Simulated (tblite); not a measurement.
Species: H6N2SSi2.
Atom-mapped SMILES: `[SH:1][SiH:2]1[NH:3][SiH2:4][NH:5]1` (hydrogens: H6 on S1; H7 on Si2; H8 on N3; H9, H10 on Si4; H11 on N5)

Structure used (GFN2-xTB), in Å, numbered top down from 1:
```
atom  x, y, z in Å
S1     2.685    0.725    0.141
Si2    0.617    0.643    0.677
N3    -0.072   -0.948    0.712
Si4   -1.309   -0.651   -0.478
N5    -0.500    0.885   -0.628
H6     2.597   -0.078   -0.906
H7     0.473    1.478    1.853
H8     0.062   -1.708    1.352
H9    -1.178   -1.490   -1.662
H10   -2.651   -0.554    0.081
H11   -0.717    1.701   -1.167
```

Computed with GFN2-xTB (tblite): harmonic, unscaled wavenumbers at the GFN2-xTB geometry, gas phase. The method is semi-empirical: single wavenumbers can be off by several per cent or more. Modes of hydrogen on silicon and sulfur can be 10 to 20 % off. One conformer, not necessarily the lowest.

Harmonic wavenumbers (cm⁻¹): 92.7, 102.1, 165.5, 206.1, 240.3, 402.8, 411.9, 445.4, 486.8, 535.1, 555.3, 608.2, 634.9, 728.0, 753.5, 775.9, 834.1, 864.4, 936.1, 1059.5, 1104.4, 2276.1, 2301.7, 2350.4, 2481.5, 3534.6, 3543.9.

A = 6575, B = 1454, C = 1387 MHz; mass 121.979 u (most abundant isotopes); point group Cs, symmetry number 1.

Task: What is the zero-point energy?

Result: ½Σν̃ = 14216 cm⁻¹ = 170.05 kJ/mol.

Task: Give the ideal-gas entropy at 298.15 K and 1 bar in the rigid-rotor, harmonic-oscillator model (classical rotation).

Result: Translation 168.77, rotation 115.42, vibration 83.86: S = 368.0 J/(mol K).

Task: And Cp and H(298.15 K) − H(0)?

Result: Cp = 132.13 J/(mol K), of which vibrations give 98.88 (their classical limit is 27 R = 224.5); H(298.15 K) − H(0) = 24.22 kJ/mol without the zero-point energy, 14.31 from vibrations.

Task: Which modes carry the vibrational entropy at 298.15 K?

Result: 92.7 cm⁻¹: 15.07; 102.1 cm⁻¹: 14.28; 165.5 cm⁻¹: 10.40; 206.1 cm⁻¹: 8.69; 240.3 cm⁻¹: 7.53; 402.8 cm⁻¹: 3.98 J/(mol K); the other 21 give 23.89 together.

Task: What must be added to the electronic energy to get the Gibbs energy at 298.15 K and 1 bar?

Result: ZPE + [H(298.15 K) − H(0)] − T·S = 170.05 + 24.22 − 109.73 = 84.54 kJ/mol.

Hindered rotation and anharmonicity are outside this model. Other conformers, if any are populated, would add a mixing term that is left out.
